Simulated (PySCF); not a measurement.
# Optical rotation: `C(=C=C([SiH3])Cl)Cl`, C3H4Cl2Si

Cartesian coordinates in Å; atom numbers follow the order of the lines, from 1:
```xyz
10

Si   -1.6857   -0.5511    0.1047
C    -0.2320    0.5656    0.4940
Cl   -0.5335    1.8194    1.6708
C     0.9388    0.4336   -0.0523
C     2.0822    0.2591   -0.6424
Cl    3.3149   -0.7693   -0.0114
H    -2.1137   -1.2272    1.3536
H    -1.2488   -1.5403   -0.9089
H    -2.7983    0.2814   -0.4149
H     2.3484    0.7490   -1.5710
```

Method used: TDDFT CAM-B3LYP/def2-TZVPD circular dichroism and optical rotation, one conformer, gas phase in PySCF. Geometry: PBE0-D3(BJ)/def2-TZVP.

No stereocentre is labelled: unless the shape is locked (an allene, a helicene, a hindered biaryl), the mirror image is equally populated and a measured rotation or CD is zero.

Problem. What is the specific rotation at 633, 589.3, 546, 436, 405, 365, 355 nm?

Solution. [α] in deg dm⁻¹ (g/mL)⁻¹:
| λ (nm) | origin-invariant length gauge | modified velocity gauge | length gauge (centre of mass) | isotropic polarisability (au) |
| --- | --- | --- | --- | --- |
| 633 | +59.6 | +58.2 | +56.2 | 104.0 |
| 589.3 | +70.2 | +68.5 | +66.2 | 104.6 |
| 546 | +83.7 | +81.7 | +78.9 | 105.5 |
| 436 | +144.4 | +140.6 | +136.0 | 109.1 |
| 405 | +174.2 | +169.4 | +163.9 | 110.8 |
| 365 | +227.8 | +220.9 | +214.0 | 113.9 |
| 355 | +244.7 | +236.9 | +229.6 | 114.9 |

Problem. And for the mirror image at 589.3 nm?

Solution. -70.2 deg dm⁻¹ (g/mL)⁻¹ (origin-invariant length gauge): the same size and the opposite sign.

Problem. What is the molar rotation [Φ] = [α]·M/100 of the geometry above at 589.3 nm?

Solution. With M = 139.05 g/mol, +97.6 deg cm² dmol⁻¹ (origin-invariant length gauge).

The first excitation lies at 4.84 eV (256 nm) with R = -1.5 × 10⁻⁴⁰ esu² cm² (velocity form).
